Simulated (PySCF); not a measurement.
## ORD: `InChI=1S/C6H9ClO/c7-5-1-4-2-6(4,8)3-5/h4-5,8H,1-3H2/t4-,5+,6+/m1/s1`

Molfile (atoms numbered from 1):
```
C6H9ClO
     RDKit          3D

 17 18  0  0  0  0  0  0  0  0999 V2000
    1.7846    0.9534   -1.2262 O   0  0  0  0  0  0  0  0  0  0  0  0
    0.8422    0.4738   -0.3281 C   0  0  1  0  0  0  0  0  0  0  0  0
   -0.5426    1.1071   -0.3506 C   0  0  0  0  0  0  0  0  0  0  0  0
   -1.4588    0.0490    0.2697 C   0  0  1  0  0  0  0  0  0  0  0  0
   -3.1059    0.1265   -0.4132 Cl  0  0  0  0  0  0  0  0  0  0  0  0
   -0.7994   -1.3101    0.0002 C   0  0  0  0  0  0  0  0  0  0  0  0
    0.6774   -1.0000   -0.1002 C   0  0  2  0  0  0  0  0  0  0  0  0
    1.2798   -0.1339    0.9770 C   0  0  0  0  0  0  0  0  0  0  0  0
    2.1184    1.8052   -0.9210 H   0  0  0  0  0  0  0  0  0  0  0  0
   -0.8190    1.2878   -1.3912 H   0  0  0  0  0  0  0  0  0  0  0  0
   -0.5912    2.0532    0.1908 H   0  0  0  0  0  0  0  0  0  0  0  0
   -1.5856    0.2187    1.3404 H   0  0  0  0  0  0  0  0  0  0  0  0
   -1.1505   -1.7133   -0.9510 H   0  0  0  0  0  0  0  0  0  0  0  0
   -1.0310   -2.0296    0.7860 H   0  0  0  0  0  0  0  0  0  0  0  0
    1.3116   -1.7133   -0.6026 H   0  0  0  0  0  0  0  0  0  0  0  0
    2.3439   -0.2297    1.1329 H   0  0  0  0  0  0  0  0  0  0  0  0
    0.7193    0.0672    1.8759 H   0  0  0  0  0  0  0  0  0  0  0  0
  2  1  1  6
  2  3  1  0
  3  4  1  0
  4  5  1  0
  4  6  1  0
  6  7  1  0
  7  8  1  0
  7  2  1  0
  8  2  1  0
  1  9  1  0
  3 10  1  0
  3 11  1  0
  4 12  1  1
  6 13  1  0
  6 14  1  0
  7 15  1  6
  8 16  1  0
  8 17  1  0
M  END
```

Method: TDDFT B3LYP/def2-SVPD circular dichroism and optical rotation, one conformer, gas phase (PySCF 2.14.0). Geometry: GFN2-xTB.

The molecule is flexible and this is one conformer; a measurement averages over conformers. States above about 7.5 eV lie in this functional's continuum (it starts at minus the energy of the highest occupied orbital, well below the true ionisation energy for most functionals) and depend on the basis.

Stereocentres: C2 S, C4 S, C7 S.

(1) Give the optical rotatory dispersion at 633, 589.3, 546, 436, 405, 365, 355 nm.

(2) And for the mirror image at 589.3 nm?

(3) What is the molar rotation [Φ] = [α]·M/100 of the geometry above at 589.3 nm?

## Answers

(1) [α] in deg dm⁻¹ (g/mL)⁻¹:
| λ (nm) | origin-invariant length gauge | modified velocity gauge | length gauge (centre of mass) | isotropic polarisability (au) |
| --- | --- | --- | --- | --- |
| 633 | +47.1 | +52.1 | +46.0 | 86.1 |
| 589.3 | +55.6 | +61.5 | +54.3 | 86.4 |
| 546 | +66.6 | +73.7 | +65.0 | 86.7 |
| 436 | +117.3 | +130.1 | +114.7 | 88.1 |
| 405 | +143.5 | +159.2 | +140.4 | 88.8 |
| 365 | +194.1 | +215.7 | +190.1 | 89.9 |
| 355 | +211.4 | +235.0 | +207.1 | 90.3 |

(2) -55.6 deg dm⁻¹ (g/mL)⁻¹ (origin-invariant length gauge): the same size and the opposite sign.

(3) With M = 132.59 g/mol, +73.7 deg cm² dmol⁻¹ (origin-invariant length gauge).

The first excitation lies at 6.56 eV (189 nm) with R = +7.2 × 10⁻⁴⁰ esu² cm² (velocity form).
